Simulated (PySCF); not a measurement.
BrGaH2.

```xyz
4

Ga     0.0000     0.0000     1.1710
H      0.0000     1.4086     1.8357
H      0.0000    -1.4086     1.8357
Br     0.0000     0.0000    -1.1421
```

Geometry: B3LYP-D3(BJ)/def2-TZVP.

The numbers are results of PBE0/pcSseg-2 (PySCF), not measurements. Non-relativistic, no solvent.

Computed absolute GIAO shielding of each atom: isotropic value and principal components (ppm):
```csv
atom,σ(iso),σ11,σ22,σ33,span
Ga1,1223.7,1082.1,1266.1,1322.9,240.9
H2,24.8,19.3,19.6,35.5,16.2
H3,24.8,19.3,19.6,35.5,16.2
Br4,2381.3,1702.3,2562.7,2878.8,1176.5
```
